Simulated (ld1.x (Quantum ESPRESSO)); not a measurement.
## Pseudopotential generation for Sn: PAW, LDA (PZ), scalar-relativistic.

ld1.x (Quantum ESPRESSO) 7.5 input, shortened:

```
&input
   title='Sn', zed=50., rel=1, dft='PZ', iswitch=3,
   config='[Kr] 4d10 5s2 5p0'
 /
 &inputp
   pseudotype=3, lpaw=.true., tm=.true., lloc=-2, rcloc=1.20,
   nlcc=.true., new_core_ps=.true., rcore=1.10,
   which_augfun='BESSEL', rmatch_augfun=0.95
 /
6
5S  1  0   2.00   0.00  1.35  1.60  0.0
5S  1  0   0.00  -1.50  1.35  1.60  0.0
5P  2  1   0.00   0.00  2.05  2.25  0.0
5P  2  1   0.00   1.40  2.05  2.25  0.0
4D  3  2  10.00   0.00  1.30  1.80  0.0
4D  3  2   0.00  -2.05  1.30  1.80  0.0
 &test
   configts(1)='4d10 5s2 5p0'
 /
```

All-electron outer shells of the reference configuration (LDA (PZ), scalar-relativistic, ld1.x):

| shell | level (eV) | outermost node (bohr) | outermost maximum (bohr) |
| --- | --- | --- | --- |
| 4p | -107.14 | 0.41 | 0.79 |
| 4d | -43.39 | 0.39 | 0.88 |
| 5s | -26.53 | 0.98 | 1.94 |
| 5p | -18.13 | 1.08 | 2.31 |

Does this generation succeed?

No. ld1.x (Quantum ESPRESSO) 7.5 stopped with "run_pseudo: Errors in PS-KS equation": the pseudo-atom solver did not find the valence states with the expected number of nodes, which is the usual sign of a ghost state. Before that it printed "Warning: n=1, l=0 expected 0 nodes, found 1".
